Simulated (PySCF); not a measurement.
Be(tBu)(SH) (C4H10BeS), SMILES C[C](C)(C)[Be][SH].

Geometry optimised at B3LYP-D3(BJ)/def2-SVP. Other conformers were not sampled.

The numbers are results of TDA-PBE/def2-SVPD (PySCF), not measurements.

Vertical excitations. The molecule is in vacuum.

Q: Estimate the UV-visible absorptions. (Estimate from the structure and the level; the computed values follow.)

A: 
```csv
state,energy (eV),λ (nm),f,main pairs
S1,4.83,257,0.021,HOMO→LUMO 98 %
S2,5.16,241,0.001,HOMO−1→LUMO 98 %
S3,5.29,234,0.025,HOMO→LUMO+1 97 %
S4,5.49,226,0.010,HOMO→LUMO+2 93 %
S5,5.71,217,0.078,HOMO−1→LUMO+1 93 %
S6,6.10,203,0.027,HOMO→LUMO+3 96 %
S7,6.28,197,0.089,HOMO−1→LUMO+2 80 %
S8,6.49,191,0.001,HOMO−3→LUMO 98 %
S9,6.50,191,0.083,HOMO→LUMO+4 86 %
S10,6.52,190,0.000,HOMO−1→LUMO+3 97 %
T1,4.36,284,0,HOMO→LUMO 98 %
T2,4.92,252,0,HOMO−1→LUMO 97 %
T3,4.97,250,0,HOMO→LUMO+2 96 %
T4,5.05,246,0,HOMO→LUMO+1 96 %
```
Triplets are in the Tamm–Dancoff approximation.
